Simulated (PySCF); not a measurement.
# Gas-phase XPS of `O=C[SiH2]S`, computed

CH₄OSSi.
Geometry (GFN2-xTB, Å), atoms numbered from 1 in this order:
```
atom  x, y, z in Å
O1     0.7714   -1.7173    0.0107
C2     1.0601   -0.5549   -0.1145
Si3   -0.2428    0.8560   -0.0294
S4    -2.0611   -0.1958    0.3039
H5     2.1165   -0.2699   -0.2856
H6    -0.2523    1.5545   -1.3072
H7     0.0879    1.7244    1.0918
H8    -1.4708   -1.3875    0.3057
```

Theory: delta-SCF UKS SCAN, pcX-2 on the ionised atom, pcseg-1 elsewhere, spin-free X2C (PySCF). Each binding energy is the total energy of the core-ionised species, with the hole localised on one atom, minus that of the ground state; both are solved self-consistently, so orbital relaxation is included.

Task: Give the core binding energies atom by atom.

Result: 
| atom(s) | bonded to | level | binding energy (eV) | 2p1/2 (eV) | count |
| --- | --- | --- | --- | --- | --- |
| S4 | H and Si | S 1s | 2477.06 | – | 1 |
| Si3 | S, C and 2 H | Si 1s | 1847.24 | – | 1 |
| O1 | C (double bond) | O 1s | 538.83 | – | 1 |
| Si3 | S, C and 2 H | Si 2p3/2 | 107.51 | 108.13 | 1 |

Task: Which effective nuclear charge Zeff reproduces each element's mean 1s value in the hydrogen-like formula E = 13.606 eV × Zeff²?

Result: O (Z = 8): mean 538.8 eV, Zeff = 6.29, Z − Zeff = 1.71; Si (Z = 14): mean 1847.2 eV, Zeff = 11.65, Z − Zeff = 2.35; S (Z = 16): mean 2477.1 eV, Zeff = 13.49, Z − Zeff = 2.51. Means run over the listed sites, weighted by atom count.

Not every level is listed. Spin contamination (⟨S²⟩ against 0.75 for a pure doublet) is marked for O 1s of O1 (0.99), which makes this value less certain. The 2p values aren't plain energy differences: one relaxed spin-free 2p hole is combined with a matrix within the shell (ground-state 2p orbital-energy differences and spin–orbit coupling). 2p3/2, the mean of its two sublevels, lies a third of the splitting below the shell's mean and 2p1/2 two thirds above it; the statistical areas are 2:1. 2p1/2 minus 2p3/2 (ligand field included): Si 0.62 eV. No level of carbon is listed. The structure is a single GFN2-xTB conformer in the gas phase; no vibrational or solvent corrections.

Time: 33 s of wall time; peak memory 0.40 GiB. Hardware: Arm Neoverse V1, one thread, no GPU, shared host with 32 logical CPUs at a one-minute load of 22.
